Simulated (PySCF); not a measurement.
**TDDFT excited states: C5H7NO2**

Compound: C5H7NO2.
SMILES: `CCC(=O)OCC#N`

Theory: TDDFT PBE0/def2-SVPD, vertical, gas phase, core orbitals frozen in the response (PySCF). The structure is a single GFN2-xTB conformer in the gas phase; no vibrational or solvent corrections. Torsions of this conformer, `[CH3:1][CH2:2][C:3](=[O:4])[O:5][CH2:6][C:7]#[N:8]`: C1–C2–C3–O4 44°, C2–C3–O5–C6 -178°, C3–O5–C6–C7 114°.

Question: What does the calculation give for the low-lying excited states?

Answer: 

```tsv
state	E (eV)	λ (nm)	ν̃ (cm⁻¹)	f	main configurations (H = HOMO, L = LUMO)
S1	6.03	205.6	48630	0.0006	H→L (80%), H→L+1 (16%)
S2	7.36	168.5	59350	0.026	H→L+1 (31%), H-1→L+1 (17%), H-2→L+1 (16%)
S3	7.51	165.1	60580	0.018	H→L+1 (45%), H-1→L (22%), H-2→L+1 (9%)
S4	7.95	155.9	64150	0.042	H-1→L (30%), H-2→L (16%), H-2→L+1 (10%)
S5	8.05	154.1	64910	0.0014	H→L+2 (84%)
S6	8.17	151.7	65930	0.0029	H-1→L+1 (21%), H→L+3 (18%), H-3→L (11%)
S7	8.26	150.1	66620	0.039	H→L+3 (21%), H-2→L (16%), H-3→L (12%)
S8	8.31	149.2	67040	0.015	H→L+3 (20%), H-1→L+1 (15%), H-1→L (12%)
```

Triplets, Tamm–Dancoff:

```tsv
state	E (eV)	λ (nm)	main configurations (H = HOMO, L = LUMO)
T1	5.49	225.8	H→L (78%), H→L+1 (17%)
T2	6.22	199.5	H-1→L (56%), H-2→L (14%)
T3	6.29	197.2	H-3→L+1 (22%), H-3→L (14%), H-2→L+3 (10%)
```

The lowest singlet lies at 6.03 eV (206 nm, ultraviolet) and is very weak; its leading configuration is HOMO→LUMO (80%). The strongest level in the table is S4 at 7.95 eV (156 nm, f = 0.042). Löwdin shares by element: HOMO oxygen 71%, carbon 19% or more; LUMO oxygen 32%, carbon 28% or more, nitrogen 8% (atoms not listed hold the other 31%). The oscillator strengths of these states sum to 0.145; summed over the whole spectrum of an exact calculation they would give the number of electrons, 60 (Thomas–Reiche–Kuhn). Of the 8 states listed, 5 reach f = 0.01 and none stays under 0.0005. Weighted by f, the mean energy of these states is 7.91 eV. Only the lowest 8 singlets were computed, as vertical energies without vibronic structure.
